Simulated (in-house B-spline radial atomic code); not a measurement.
# LDA VWN5 excitations of Sc3+

Method: LDA VWN5. Computed with a B-spline radial code for spherical atoms: linear response of the closed shell [Ne] 3s2 3p6 with the functional's adiabatic kernel; non-relativistic, point nucleus, no spin-orbit coupling, no double excitations, S, P, D and F terms only. Only terms of natural parity with L up to 3 were computed.

Command:
```bash
python run_td.py task.json out
```
Settings (radii: box in bohr, nucleus in fm):
```
Z                        21
electrons                18
configuration            [Ne] 3s2 3p6
hamiltonian              nr
method                   lda,vwn
box_radius               23.08
intervals                53
```

Time taken, with all properties: 0.2 s on 1 thread of Intel(R) Xeon(R) 6975P-C (Granite Rapids), with other jobs on the host.

The lowest states, in the order of their Tamm-Dancoff energies; the method's threshold (minus the highest occupied level) is 64.62 eV. Labels give the largest channel, * marks a mixed state, and oscillator strengths are full-response dipole values. Semilocal kernels can invert the small singlet-triplet splittings of Rydberg terms. Energies in eV:

```
     state  full response  Tamm-Dancoff  oscillator strength
3p → 3d 3P         29.736        29.821                    -
3p → 3d 3F          30.48         30.54                    -
3p → 3d 1F          32.82         32.85                    -
3p → 4s 3P          39.69         39.70                    -
3p → 4s 1P          40.02         40.07                 1.32
3p → 3d 1P          41.74         43.36                 3.21
3p → 4p 3S          44.42         44.43                    -
3p → 4p 3D          44.84         44.85                    -
3p → 4p 1D          45.06         45.06                    -
3p → 4p 1S          46.96         47.14                    -
3s → 3d 3D          51.72         51.75                    -
3p → 4d 3P          51.98         51.98                    -
3p → 4d 3F          52.08         52.08                    -
3p → 4d 1F              ?             ?                    -
3p → 5s 3P              ?             ?                    -
```

Where does 3p → 5s 3P lie?

At 53.32 eV in full response, 53.32 eV in Tamm-Dancoff.

Where does 3p → 4d 1F lie?

At 52.21 eV in full response, 52.21 eV in Tamm-Dancoff.

How large is the singlet-triplet splitting of 3p → 3d (F terms) in Tamm-Dancoff?

2.31 eV, from the unrounded values.

What polarisabilities and dispersion coefficient does the method give?

Dipole 2.17 bohr³, quadrupole 3.683 bohr⁵, C6 5.755 hartree·bohr⁶ for two such species.
